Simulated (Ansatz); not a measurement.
PdSe₂⁻, relaxed as a doublet with UKS PBE0-D4/def2-TZVPD in Ansatz, starting from the GFN2-xTB geometry. Force threshold 0.02 eV/Å.

In the def2 sets Pd takes a core potential; there is no spin–orbit coupling. The relaxation made no stability test and no search for a lower SCF solution. No other spin state of charge -1 was run. Another isomer (doublet) lies 0.13 eV lower at PBE0-D4/def2-TZVPD; other spin states weren't run for this one.

Start:

Cartesian coordinates in Å:
```
Pd -0.065 -0.008 0.419
Se -0.983 -1.827 -0.400
Se 1.048 1.835 -0.019
```

```csv
step,energy (eV),largest force component (eV/Å),SCF passes
1,-134167.0316,1.076,68
2,-134167.1024,0.108,48
3,-134167.1050,0.051,44
4,-134167.1106,0.280,49
5,-134167.1145,0.270,48
6 (rejected),-134167.1096,0.177,52
7,-134167.1197,0.073,53
8 (rejected),-134167.1193,0.222,50
9,-134167.1228,0.017,53
```

Force components are those of the run's own axes.

End:

Cartesian coordinates in Å:
```
Pd -0.110 -0.013 0.714
Se -0.889 -1.695 -0.534
Se 0.999 1.708 -0.180
```

By distances, no bond broke or formed. The bond that changes most is Pd1–Se2, from 2.20 to 2.23 Å (atoms count from 1).

No frequencies were taken in this run, so the end may be a saddle point.

It took 55 s on 4 threads of Arm Neoverse V1 on a shared host, peak host memory 0.66 GiB.
